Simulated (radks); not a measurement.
The numbers below are computed, except where a source is named.
Problem. The mean radii <r> (bohr) of the occupied orbitals of an atom or ion are listed with their occupations. Level of theory: scalar-relativistic Kohn-Sham, r2SCAN, spin-polarised, spherical densities, finite nucleus; meta-GGA in the generalised Kohn-Sham scheme; Fermi nuclear charge, rms radius of each element as measured or else 0.836 A^(1/3) + 0.57 fm (a radial shooting solver on a logarithmic mesh with Libxc functionals).

orbital  occ.     <r>
1s          2  0.9358

Name the element and its charge. Open shells, if any, are filled with parallel spins first.

Solution. Z = 2, helium, charge 0: He in [He]. The 1s radius gives Z: for a bare nucleus <r> = (2 gamma + 1)/(2Z) with gamma = sqrt(1 - (Z/c)^2), 0.7499 bohr for Z = 2, and screening makes it slightly larger (0.9358 here). The occupations add up to 2, and the charge is Z minus that.
